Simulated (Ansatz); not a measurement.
`[OH][In]([OH])[Cl]` and `[OH][Al]([OH])[Cl]` differ in one element.

Ansatz, PBE0-D4/def2-TZVP geometries, multiplicity 1. Each molecule was computed in one conformer, which needn't be the lowest.

Elements past krypton have def2 core potentials.

```csv
property,`[OH][In]([OH])[Cl]`
HOMO–LUMO gap (PBE/def2-TZVPP) / eV,4.13
HOMO energy (PBE0/def2-TZVPP) / eV,-8.95
HOMO energy (PBE/def2-TZVPP) / eV,-7.26
HOMO energy (B3LYP/def2-TZVPP) / eV,-8.68
HOMO–LUMO gap (B3LYP/def2-TZVPP) / eV,6.10
LUMO energy (PBE/def2-TZVPP) / eV,-3.13
```

Problem. Give the same properties after the change, and the shifts. (Estimate.)

Solution. The calculation gave: 
```json
{"property": "HOMO–LUMO gap (PBE/def2-TZVPP) / eV", "`[OH][Al]([OH])[Cl]`": "6.10", "shift": "1.97"}
{"property": "HOMO energy (PBE0/def2-TZVPP) / eV", "`[OH][Al]([OH])[Cl]`": "-9.21", "shift": "-0.26"}
{"property": "HOMO energy (PBE/def2-TZVPP) / eV", "`[OH][Al]([OH])[Cl]`": "-7.66", "shift": "-0.40"}
{"property": "HOMO energy (B3LYP/def2-TZVPP) / eV", "`[OH][Al]([OH])[Cl]`": "-8.92", "shift": "-0.24"}
{"property": "HOMO–LUMO gap (B3LYP/def2-TZVPP) / eV", "`[OH][Al]([OH])[Cl]`": "7.88", "shift": "1.78"}
{"property": "LUMO energy (PBE/def2-TZVPP) / eV", "`[OH][Al]([OH])[Cl]`": "-1.57", "shift": "1.56"}
```

With PBE0 the HOMO falls by 0.26 eV and the LUMO rises by 1.51 eV, so the gap widens by about 1.77 eV. PBE moves the HOMO by -0.40 eV and ωB97M-V by -0.23 eV.

B3LYP here is the variant with VWN-RPA as its local correlation; programs differ in this.
